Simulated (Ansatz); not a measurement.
C2H7MgN can be A, `C[N](C)[MgH]`, or B, `C[CH2][Mg][NH2]`.

Gas-phase electronic energies from Ansatz, PBE0-D4/def2-TZVP geometries. CBS: MP2 limit from def2 TZ/QZ plus the TZ coupled-cluster correction, frozen cores. Functionals use def2-TZVPP. B3LYP here is the variant with VWN-RPA as its local correlation; programs differ in this. For Mg outer-core shells are correlated without core-valence functions, which leaves a few kJ/mol of doubt a bond. One conformer a species, not always the lowest.

A:

```xyz
11

C    -1.0926    0.6597   -0.3484
N     0.0450   -0.1889   -0.1152
C     0.8544    0.3346    0.9522
Mg    0.4258   -1.7794   -1.0807
H    -0.8008    1.6872   -0.6277
H    -1.7391    0.7512    0.5418
H    -1.7225    0.2770   -1.1601
H     0.2990    0.4109    1.9033
H     1.7281   -0.2991    1.1448
H     1.2363    1.3471    0.7331
H     0.7666   -3.2004   -1.9432
```

B:

```xyz
11

C    -1.4560   -1.2444    0.2031
C    -0.8251    0.0236    0.7823
Mg    0.9061    0.7334   -0.1637
N     2.4695    1.3802   -1.0131
H    -0.7672   -2.0946    0.2280
H    -2.3559   -1.5543    0.7485
H    -1.7531   -1.1152   -0.8423
H    -0.5872   -0.1350    1.8420
H    -1.5641    0.8352    0.7819
H     3.4224    1.1347   -0.7876
H     2.5105    2.0364   -1.7791
```

Which isomer does CCSD(T)/CBS put lower? Give the gap. (Estimate.)

Computed: B, by 21.9 kcal/mol.

Give E(B) − E(A) in kcal/mol with r2SCAN-D4, B3LYP, B3LYP-D4, B2PLYP, CCSD(T)/def2-SVP, BLYP-D4, PBE0-D4. (An estimate is asked.)

Ansatz gave: r2SCAN-D4 -19.8, B3LYP -20.2, B3LYP-D4 -18.6, B2PLYP -20.5, CCSD(T)/def2-SVP -13.6, BLYP-D4 -18.2, PBE0-D4 -19.0. None reverses the order clearly.

Does the order hold for the free energy at 298.15 K (harmonic terms from PBE0-D4)? (Best estimate.)

Computed: Yes: G(B) − G(A) = -23.0 kcal/mol, for one conformer each. Modes under 60 cm⁻¹, often nearly free rotors, make the harmonic entropy too high.

Largest T1 diagnostic: 0.010.

At CCSD(T), def2-SVP lies +8.3 kcal/mol from the extrapolated value and def2-TZVPP +1.9 kcal/mol. From BLYP to BHLYP (50 % exact exchange), in def2-TZVPP and without D4, E(B) − E(A) moves by +1.1 kcal/mol.
